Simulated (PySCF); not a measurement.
# One molecule, several mistakes: AlClGeH3O

Calculated results; nothing here was measured. The program is PySCF 2.14.0, an open-source quantum chemistry code, run on an isolated molecule that a program drew, which may never have been made. The molecule is AlClGeH3O (charge 0, doublet), drawn as the SMILES string `[AlH][O][GeH2][Cl]`.

Each row is a Hartree-Fock (HF) and frozen-core CCSD(T) single point in the cc-pV(D+d)Z basis, meant for a local HF minimum. Run 1 is clean. Each other run has one planted mistake out of seven kinds, and not every kind appears here: one electron removed, one electron added, multiplicity raised by two, geometry at a saddle point, minimal basis STO-3G, one bond length entered in bohr, all coordinates scaled. The reference is restricted for singlets and unrestricted otherwise, and also for a bond in bohr. Adding or removing an electron swaps singlet and doublet. Electrons count all cores. HOMO and LUMO are orbital energies over both spins, the gradient is its largest component, and the lowest frequency (negative if imaginary) is given only where the gradient is small. Bond lengths are over the 6 bonds as drawn. T1 is the CCSD diagnostic: over 0.02 (restricted) or 0.045 (unrestricted) a single reference is doubtful. Germanium has the cc-pVDZ-PP basis, with a core potential (ECP10MDF) in place of its 10 inner electrons, and its 3s, 3p and 3d shells are frozen in CCSD(T).

Geometry of the clean run:
```xyz
7
AlClGeH3O, angstrom
Al   -2.7722    0.2038   -1.5886
O    -1.9028    0.0317   -0.1451
Ge   -0.8118    0.3750    1.1676
Cl   -0.6746    2.5359    1.3609
H    -2.0486    0.9250   -2.8139
H    -1.3940   -0.1458    2.4696
H     0.5845   -0.1274    0.8413
```

| run | electrons | basis functions | <S^2> | HOMO (eV) | LUMO (eV) | gradient (hartree/bohr) | lowest frequency (cm^-1) | mean bond (Å) | longest bond (Å) | T1 | HF (hartree) | CCSD(T) (hartree) | mistake |
|---|---|---|---|---|---|---|---|---|---|---|---|---|---|
| 1 | 73 | 98 | 0.756 | -8.35 | 1.15 | 1.5e-05 | 40 | 1.7070 | 2.174 | 0.0151 | -1071.50181 | -1072.01111 | no fault |
| 2 | 74 | 98 | 0.000 | -0.28 | 6.78 | 6.0e-02 | - | 1.7070 | 2.174 | 0.0167 | -1071.48369 | -1072.02758 | one electron added |
| 3 | 73 | 98 | 3.752 | -6.26 | -2.81 | 5.2e-02 | - | 1.7070 | 2.174 | 0.0341 | -1071.31046 | -1071.79712 | multiplicity raised by two |
| 4 | 72 | 98 | 0.000 | -15.33 | -7.08 | 6.2e-02 | - | 1.7070 | 2.174 | 0.0199 | -1071.21786 | -1071.72866 | ? |
| 5 | 73 | 98 | 0.755 | -8.16 | 1.26 | 4.0e-02 | - | 1.6319 | 2.078 | 0.0136 | -1071.48560 | -1071.98871 | ? |

**Which mistake was planted in run 4, and what did it cost?**

It counts 72 electrons, one fewer than the clean run, at the same geometry and basis. So the mistake is: one electron removed. Subtracting run 1 and multiplying by 627.51 kcal/mol a hartree, the energy moved by 178.2 kcal/mol in HF and 177.2 kcal/mol in CCSD(T).

**Which mistake was planted in run 5, and what did it cost?**

The mean and the longest bond both change by the same factor, 0.956, and the gradient is no longer small. So the mistake is: all coordinates scaled. Subtracting run 1 and multiplying by 627.51 kcal/mol a hartree, the energy moved by 10.2 kcal/mol in HF and 14.1 kcal/mol in CCSD(T).

